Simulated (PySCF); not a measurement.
# TcO: one state, many levels of theory

State: ⁶Σ⁺ (sextet), unpaired electrons σ ↑, π ↑↑, δ ↑↑. Set-up: basis Tc def2-TZVPP with ECP28, O def2-TZVPP; scalar-relativistic core potentials; PySCF 2.14. De refers to Tc (4d5 5s2) + O in their high-spin ground configurations, without counterpoise correction. The functionals are run spin-unrestricted. A positive dipole means Tc(−)O(+). Levels whose curve was spin-contaminated or gave no clean fit are not listed.

| Level | Re (Å) | ωe (cm⁻¹) | De (eV) | μ (D) | CPU s a point (SCF and correlation, without the integrals) |
| --- | --- | --- | --- | --- | --- |
| ROHF | 1.693 | 970 | n/a | -5.18 | 1 |
| ROHF-MP2 | 1.713 | 975 | n/a | n/a | 2 |
| ROHF-SCS-MP2 | 1.715 | 962 | n/a | n/a | n/a |
| PBE | 1.727 | 899 | n/a | -3.31 | 1.5 |
| PBEsol | 1.715 | 924 | n/a | -3.24 | 0.98 |
| r²SCAN | 1.716 | 931 | n/a | -3.53 | 2.4 |
| PBE0 | 1.708 | 942 | n/a | -3.78 | 2.9 |
| r²SCAN0 | 1.703 | 956 | n/a | -3.91 | 3.4 |
| MN15 | 1.705 | 959 | n/a | -3.80 | 3.6 |
| ωB97X-V | 1.703 | 959 | n/a | -3.95 | 15 |

(1) What does a quarter of exact exchange do here, going from PBE to PBE0?

(2) What does the step from GGA to meta-GGA do here, going from PBE to r²SCAN?

(3) What does a quarter of exact exchange do here, going from r²SCAN to r²SCAN0?

Correlated steps freeze 1 core orbital. De is left out where the level can put another filling of the metal’s s and d shells below the measured ground configuration, by anything from nothing to about 1 eV. These are scalar-relativistic numbers at best; spin–orbit coupling would shift them, the dissociation energy most. UHF is strongly spin-contaminated for TcO, so the ROHF reference used there is far from stable. With d or f electrons several states lie close, and the lowest PBE0 determinant need not be the measured ground state.

The whole job (state search and all levels along the bond) took about 16 min on 1 thread of Arm Neoverse V1 (shared host), peak memory 2 GiB.

## Answers

(1) PBE0 less PBE: -1.9 pm in Re, +4.8 % in ωe. Exact exchange removes part of the self-interaction that spreads semilocal densities, and in most molecules shortens and stiffens the bond and lowers De; so it does here.

(2) r²SCAN less PBE: -1.1 pm in Re, +3.6 % in ωe. 

(3) r²SCAN0 less r²SCAN: -1.3 pm in Re, +2.7 % in ωe. Exact exchange removes part of the self-interaction that spreads semilocal densities, and in most molecules shortens and stiffens the bond and lowers De; so it does here.
